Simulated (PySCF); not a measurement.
SMILES B[SiH2]CO (GFN2-xTB optimised geometry):

```
11

B      1.647     0.776    -1.598
Si     1.045    -0.166     0.000
C     -0.888    -0.166     0.000
O     -1.403     1.159     0.000
H      1.852     1.928    -1.600
H      1.789     0.217    -2.617
H      1.403    -1.587     0.157
H      1.386     0.437     1.309
H     -1.297    -0.728     0.848
H     -1.279    -0.627    -0.908
H     -1.127     1.587     0.816
```

Computed with PySCF 2.14.0 with PBE/def2-TZVP.

**Question.** What are the frontier orbital energies and the dipole moment?

**Answer.** HOMO-2 -7.84 eV, HOMO-1 -7.40 eV, HOMO -5.95 eV, LUMO -3.53 eV, LUMO+1 -0.05 eV; dipole moment 0.87 D.

Meta-Löwdin charges at PBE/def2-TZVP: B1 -0.20, Si2 0.41, C3 -0.20, O4 -0.52, H5 0.05, H6 0.04, H7 -0.08, H8 -0.09, H9 0.11, H10 0.13, H11 0.34.
